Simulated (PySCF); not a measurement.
Predicted microwave data (PBE0-D3(BJ)/def2-SVP geometry optimisation, gas phase, def2 core potentials past Kr (PySCF 2.14.0)) for one isomer of C3H9Sb:

```
Rotational constants : A = 3728, B = 3715, C = 2973 MHz
Dipole components    : |μa| = 0.00 D, |μb| = 0.00 D, |μc| = 0.62 D
Inertial defect      : -101.61 u·Å²
κ                    : 0.96
```

Question: Which structure is it? (One computed conformer of each.)
A. `[H][Sb]([H])[CH](C)C` (SbH2(iPr))
B. SbMe3, `[CH3][Sb]([CH3])[CH3]`

Answer: B. It is [CH3][Sb]([CH3])[CH3]. The candidates at the same level (rigid rotor, commonest isotopes):

```
               SMILES  A (MHz)  B (MHz)  C (MHz)  μa (D)  μb (D)  μc (D)  Δ (u·Å²)  point group           rotor
[CH3][Sb]([CH3])[CH3]     3728     3715     2973    0.00    0.00    0.62   -101.61     near C3v               –
 [H][Sb]([H])[CH](C)C     7369     2105     1760    0.96    0.01    0.05    -21.43      near Cs  asymmetric top
```

`[H][Sb]([H])[CH](C)C` has A 98 % too high. No structure here is proved a minimum.
